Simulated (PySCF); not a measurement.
# How well do the runs reproduce experiment for heptane?

**What was measured.**

From NIST CCCBDB Release 22 (SRD 101), experimental polarizabilities, for the gas: mean polarisability 13.371 Å³.

The results are set against them at the end.

Heptane, C7H16.
Numbering: `[CH3:1][CH2:2][CH2:3][CH2:4][CH2:5][CH2:6][CH3:7]` (hydrogens: H8, H9, H10 on C1; H11, H12 on C2; H13, H14 on C3; H15, H16 on C4; H17, H18 on C5; H19, H20 on C6; H21, H22, H23 on C7)

Structure used (PBE0-D3(BJ)/def2-SVP), in Å, numbered top down from 1:
```
atom  x, y, z in Å
C1    -3.8220    0.3802   -0.1075
C2    -2.5485   -0.3671    0.2537
C3    -1.2775    0.3673   -0.1511
C4     0.0026   -0.3730    0.2075
C5     1.2725    0.3614   -0.1972
C6     2.5537   -0.3791    0.1614
C7     3.8170    0.3630   -0.2446
H8    -4.7217   -0.1761    0.1966
H9    -3.8894    0.5529   -1.1939
H10   -3.8597    1.3664    0.3829
H11   -2.5252   -0.5569    1.3417
H12   -2.5561   -1.3647   -0.2206
H13   -1.2973    0.5570   -1.2401
H14   -1.2671    1.3663    0.3225
H15   -0.0082   -1.3718   -0.2662
H16    0.0218   -0.5625    1.2965
H17    1.2839    1.3603    0.2766
H18    1.2537    0.5513   -1.2862
H19    2.5398   -1.3762   -0.3136
H20    2.5684   -0.5697    1.2493
H21    3.8457    0.5375   -1.3323
H22    4.7244   -0.1983    0.0256
H23    3.8771    1.3480    0.2460
```

Runs made with PySCF (gas phase, on this PBE0-D3(BJ)/def2-SVP geometry; no spin–orbit coupling):

| level | job | basis functions |
| --- | --- | --- |
| B3LYP/def2-SVPD | 10 singlets by full TDDFT, 4 Tamm–Dancoff triplets, polarisability, ΔSCF ions | 268 |
| PBE0/6-31G* | 10 singlets by full TDDFT, 4 Tamm–Dancoff triplets, polarisability | 130 |
| PBE0/6-31+G* | 10 singlets by full TDDFT, 4 Tamm–Dancoff triplets, polarisability | 158 |
| PBE0/def2-SVP | 10 singlets by full TDDFT, 4 Tamm–Dancoff triplets, polarisability | 178 |

All basis functions are spherical.

## Comparison

**Mean polarisability.** Measured: 13.371 Å³ (NIST CCCBDB Release 22 (SRD 101), experimental polarizabilities).

| level | computed (Å³) | computed − measured (Å³) | % (from the printed values) |
| --- | --- | --- | --- |
| B3LYP/def2-SVPD | 13.387 | +0.016 | 0 |
| PBE0/6-31G* | 11.365 | -2.006 | -15 |
| PBE0/6-31+G* | 12.377 | -0.994 | -7 |
| PBE0/def2-SVP | 11.828 | -1.543 | -12 |

Closest is B3LYP/def2-SVPD (+0.016 Å³), furthest PBE0/6-31G* (-2.006 Å³); one molecule doesn't rank methods. The computed values are static and purely electronic, with core orbitals frozen in the response (1 au = 0.148185 Å³). The table of measured values doesn't say here whether a value is static or optical, or holds a vibrational part. The measurement averages over conformers, the calculation has one.

No measured geometry was used, and the causes of the misses weren't examined.
